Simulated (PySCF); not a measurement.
## Diatomic cations of Sb with group 12

PBE0 with double-zeta basis sets in PySCF, for the lowest determinant that a PBE0 search found; no spin–orbit coupling. De refers to high-spin ground-configuration atoms (the charge goes to the atom of lower measured ionisation energy or higher electron affinity, which is not always the lowest computed limit). A positive dipole points towards Sb; it is taken about the centre of mass and depends on that origin.

| M | basis | charged atom | state (unpaired electrons) | Re (Å) | ωe (cm⁻¹) | De (eV) | μ (D) |
| --- | --- | --- | --- | --- | --- | --- | --- |
| Zn | def2-SVP | Sb+ | triplet (π ↑↑) | 2.615 | 185 | 2.49 | -4.24 |
| Cd | def2-SVP | Sb+ | triplet (π ↑↑) | 2.787 | 150 | 2.29 | -2.49 |
| Hg | def2-SVP | Sb+ | triplet (π ↑↑) | 2.787 | 132 | 1.66 | 1.28 |

The shortest bond is that of ZnSb⁺ (2.615 Å), the longest that of HgSb⁺ (2.787 Å).

Down a group the atoms grow and get heavier, so bonds lengthen and wavenumbers fall; this series shows no clear exception.

These are scalar-relativistic numbers at best; spin–orbit coupling would shift them, the dissociation energy most. For an ion De counts to the pair picked by the measured ionisation energies or electron affinities, which need not be the lowest pair at this level. States were picked by a PBE0 search and need not be the measured ground states.
